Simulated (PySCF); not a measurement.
# How methods differ on the ionisation energy of Hg

Hg [Xe] 4f14 5d10 6s2 (1S) → Hg⁺ [Xe] 4f14 5d10 6s1 (2S), as a difference of total energies. Computed with PySCF 2.14 in x2c-TZVPPall with one added diffuse shell each of s, p, d, f type (12s8p8d4f1g, 113 functions), with scalar relativity by spin-free X2C-1e. Correlated levels: valence and next inner shell: [Kr] 4d10 4f14 frozen. The calculations carry no spin-orbit coupling.

Q: Order these methods by the ionisation energy they give, lowest first.
A. MP2 (valence and next inner shell)
B. CCSD (valence and next inner shell)
C. CCSD(T) (valence and next inner shell)
D. SCS-MP2 (valence and next inner shell)

A: B (10.146 eV), C (10.300 eV), D (10.386 eV), A (10.502 eV).

Errors of the correlated levels include the incompleteness of this basis and the frozen core.

For comparison: 10.438 eV (measured; NIST Atomic Spectra Database, ionization energies).
